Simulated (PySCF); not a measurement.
CHO₂, SMILES O=C=[OH+], charge +1. Atoms are numbered in the order given.

```xyz
4

O     -0.0168     1.2318     0.0000
C     -0.0122     0.1099     0.0000
O      0.1114    -1.1026     0.0000
H     -0.6833    -1.6921     0.0000
```
Charge +1, spin multiplicity 1.

Geometry: B3LYP-D3(BJ)/def2-TZVP. The isomer is the one that the SMILES or the coordinates give; other isomers of the formula were not compared.

Calculation: TDDFT-LC-ωPBE/def2-TZVPD in PySCF.

Vertical excitations. The molecule is in vacuum. State labels are in the subgroup Cs.

Computed UV-visible absorptions:
```json
[
 {"state": "S1", "symmetry": "A\"", "energy (eV)": "8.39", "λ (nm)": "148", "f": "0.000", "main pairs": "HOMO→LUMO 96 %"},
 {"state": "S2", "symmetry": "A'", "energy (eV)": "9.44", "λ (nm)": "131", "f": "0.000", "main pairs": "HOMO−1→LUMO 51 %, HOMO→LUMO+2 47 %"},
 {"state": "S3", "symmetry": "A\"", "energy (eV)": "10.08", "λ (nm)": "123", "f": "0.000", "main pairs": "HOMO−1→LUMO+2 97 %"},
 {"state": "S4", "symmetry": "A\"", "energy (eV)": "10.62", "λ (nm)": "117", "f": "0.000", "main pairs": "HOMO→LUMO+1 89 %"},
 {"state": "S5", "symmetry": "A'", "energy (eV)": "11.46", "λ (nm)": "108", "f": "0.003", "main pairs": "HOMO−1→LUMO+1 86 %"},
 {"state": "S6", "symmetry": "A\"", "energy (eV)": "12.24", "λ (nm)": "101", "f": "0.000", "main pairs": "HOMO−3→LUMO 94 %"},
 {"state": "S7", "symmetry": "A'", "energy (eV)": "12.62", "λ (nm)": "98", "f": "0.012", "main pairs": "HOMO−2→LUMO 86 %"},
 {"state": "S8", "symmetry": "A'", "energy (eV)": "12.97", "λ (nm)": "96", "f": "0.643", "main pairs": "HOMO→LUMO+2 36 %, HOMO−1→LUMO 34 %, HOMO−2→LUMO+1 10 %"},
 {"state": "S9", "symmetry": "A'", "energy (eV)": "13.24", "λ (nm)": "94", "f": "0.024", "main pairs": "HOMO−4→LUMO 55 %, HOMO−3→LUMO+2 34 %"},
 {"state": "S10", "symmetry": "A\"", "energy (eV)": "13.37", "λ (nm)": "93", "f": "0.001", "main pairs": "HOMO−2→LUMO+2 81 %, HOMO−4→LUMO+2 15 %"},
 {"state": "T1", "symmetry": "A'", "energy (eV)": "7.81", "λ (nm)": "159", "f": "0", "main pairs": "HOMO−1→LUMO 71 %, HOMO→LUMO+2 21 %"},
 {"state": "T2", "symmetry": "A\"", "energy (eV)": "7.87", "λ (nm)": "158", "f": "0", "main pairs": "HOMO→LUMO 91 %"},
 {"state": "T3", "symmetry": "A'", "energy (eV)": "8.37", "λ (nm)": "148", "f": "0", "main pairs": "HOMO→LUMO+2 76 %, HOMO−1→LUMO 21 %"},
 {"state": "T4", "symmetry": "A\"", "energy (eV)": "9.54", "λ (nm)": "130", "f": "0", "main pairs": "HOMO−1→LUMO+2 91 %"}
]
```
Triplets are in the Tamm–Dancoff approximation, which puts them higher than full response would, so one can lie above its singlet here.
